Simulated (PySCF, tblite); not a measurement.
Isomers of C5H9N3S. Calculated harmonic vibrations of the isolated species, GFN2-xTB (tblite), most abundant isotopes, no scaling. This tight-binding method is rough: wavenumbers can miss measured ones by several per cent, in bad cases by 10 to 20. One conformer each.

Electronic energies: PBE0/pcSseg-1 single points on the GFN2-xTB geometries (PySCF, gas phase).

```csv
SMILES,"electronic energy, lowest = 0 (kcal/mol)"
CCn1cc(SC)nn1,8.8
CSc1nn(C)nc1C,0.0
CSc1nnn(C)c1C,5.8
```

Problem. How do GFN2-xTB zero-point energies change the relative energies?

Solution. 
| SMILES | ZPE (kcal/mol) | of it from modes above 1550 cm⁻¹ | electronic (kcal/mol) | with ZPE, lowest = 0 (kcal/mol) | lowest mode (cm⁻¹) | rings |
| --- | --- | --- | --- | --- | --- | --- |
| CSc1nn(C)nc1C | 87.6 | 39.0 | 0.0 | 0.0 | 33 | 1 |
| CSc1nnn(C)c1C | 87.8 | 41.1 | 5.8 | 6.0 | 48 | 1 |
| CCn1cc(SC)nn1 | 88.3 | 39.3 | 8.8 | 9.5 | 39 | 1 |

The zero-point energies span 0.7 kcal/mol, from `CSc1nn(C)nc1C` to `CCn1cc(SC)nn1`. The order is unchanged.

Problem. And how do the electronic energies of GFN2-xTB itself compare?

Solution. `CSc1nn(C)nc1C` 0.0; `CSc1nnn(C)c1C` 3.2; `CCn1cc(SC)nn1` 7.3 kcal/mol, lowest = 0. Against the energies above, taken from the same isomer `CSc1nn(C)nc1C`, the largest difference is 2.6 kcal/mol.

Problem. What do entropy and thermal enthalpy add at 298.15 K and 1 bar (rigid rotor, harmonic oscillator, one conformer each)?

Solution. 
```csv
SMILES,point group,symmetry number,S (cal/(mol K)),H − H(0) (kcal/mol),ZPE + H − H(0) − TS (kcal/mol)
CSc1nn(C)nc1C,C1,1,105.8,7.39,63.5
CSc1nnn(C)c1C,Cs,1,101.7,7.20,64.7
CCn1cc(SC)nn1,C1,1,101.1,6.92,65.1
```
